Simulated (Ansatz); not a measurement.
Cost and result up the ladder for (H2Al-mu-Cl)2 (Al2H4Cl2) (8 atoms). Charge 0, multiplicity 1. Geometry: r2SCAN-D4/def2-SVP.

```xyz
8

Al   -1.064    1.107   -0.598
H    -1.337    1.050   -2.149
H    -1.689    2.102    0.452
Cl    1.235    1.045   -0.261
Al    1.064   -1.107    0.598
H     1.330   -1.041    2.150
H     1.695   -2.106   -0.444
Cl   -1.233   -1.049    0.252
```

Ansatz on 4 threads of Intel Xeon Platinum 8259CL on a shared host. Times are rough, and most runs start from the orbitals of an earlier one. ωB97M-V/def2-TZVP serves as the yardstick here, not as an exact answer. Differences are given only for rows in sets of like size (and for xTB, whose basis is part of the method), since another set adds its own error. Binding counts from free atoms at the same level (Al doublet, H doublet, Cl doublet; other spins of the atoms weren't run), without zero-point energy or a counterpoise term.

Correlated methods freeze 20 core orbitals.

Correlated methods converge slowly with the basis.

| level | functions | wall time | binding energy per atom (eV) | difference from ωB97M-V/def2-TZVP (eV) |
| --- | --- | --- | --- | --- |
| HF/STO-3G | 40 | 0.25 s | 3.64 | – |
| PBE-D4/def2-SVP | 92 | 1.2 s | 2.82 | – |
| LDA (SPW92)/def2-TZVP | 172 | 1.3 s | 3.10 | 0.23 |
| PBE0-D4/def2-SVP | 92 | 1.5 s | 2.82 | – |
| revPBE-D4/def2-TZVP | 172 | 1.8 s | 2.75 | -0.11 |
| PBE-D4/def2-TZVP | 172 | 2.3 s | 2.79 | -0.07 |
| MP2/def2-TZVP | 172 | 2.6 s | 2.77 | -0.09 |
| BHLYP-D4/def2-TZVP | 172 | 3 s | 2.80 | -0.06 |
| PBE0-D4/def2-TZVP | 172 | 3.1 s | 2.80 | -0.07 |
| r2SCAN-D4/def2-TZVP (with forces) | 172 | 4.7 s | 2.87 | 0.00 |
| r2SCAN0-D4/def2-TZVP | 172 | 4.8 s | 2.84 | -0.02 |
| ωB97M-V/def2-TZVP | 172 | 8 s | 2.87 | 0.00 |
| CCSD(T)/def2-TZVPP | 224 | 45 s | 2.79 | -0.07 |
